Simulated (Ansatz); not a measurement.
Two spin states of SrS, each at its own minimum; 2S+1 = 1, 3 were tried, and the measured ground state has 1. No spin–orbit coupling.

| level | energy of the multiplicity-3 state above the multiplicity-1 state (kcal/mol) |
|---|---|
| PBE/def2-TZVPP | 26.25 |
| PBE0/def2-TZVPP | 20.80 |
| wB97X-V/def2-TZVPP | 17.71 |
| CCSD/def2-TZVPP | 10.71 |
| CCSD(T)/def2-TZVPP | 15.38 |

The rows run from 10.71 (CCSD/def2-TZVPP) to 26.25 kcal/mol (PBE/def2-TZVPP). The 3 functionals in def2-TZVPP without D3 or D4 span 8.54, from wB97X-V to PBE.

Each state is the lowest solution found for its spin in def2 and cc sets. The singlet is a restricted closed-shell determinant, which can mix singlet states where a π or δ shell is part-filled.

Correlated levels freeze the inner cores; with def2 sets outer-core shells near the valence are correlated too.

Codes used: Ansatz (a program for electronic structure) with Gaussian orbitals. Values without a source in brackets are computed. In def2 rows elements past Kr take small-core potentials, without spin–orbit coupling.
